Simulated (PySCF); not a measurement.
# Ionisation energy of C⁺ by level of theory

C⁺ [He] 2s2 2p1 (2P) → C²⁺ [He] 2s2 (1S), as a difference of total energies. All numbers are calculated (PySCF 2.14, no relativity, point nucleus, in def2-SVP (3s2p1d, 14 functions)). Correlated levels: valence: 1s2 frozen. The calculations carry no spin-orbit coupling.

```json
{"method": "UHF", "ionisation energy (eV)": "24.309", "error (eV)": "-0.069"}
{"method": "BP86", "ionisation energy (eV)": "25.041", "error (eV)": "+0.663"}
{"method": "M06-L", "ionisation energy (eV)": "24.915", "error (eV)": "+0.537"}
{"method": "MP2 (valence)", "ionisation energy (eV)": "24.355", "error (eV)": "-0.023"}
{"method": "SCS-MP2 (valence)", "ionisation energy (eV)": "24.309", "error (eV)": "-0.069"}
{"method": "CCSD (valence)", "ionisation energy (eV)": "24.133", "error (eV)": "-0.245"}
{"method": "CCSD(T) (valence)", "ionisation energy (eV)": "24.153", "error (eV)": "-0.225"}
```

Reference: 24.378 eV (measured; NIST levels, between the centres of gravity of the two terms).

Errors of the correlated levels include the incompleteness of this basis and the frozen core.

The coupled-cluster amplitudes are large for C²⁺ (T1 above 0.03 or a double amplitude above 0.15), so a single reference is strained.
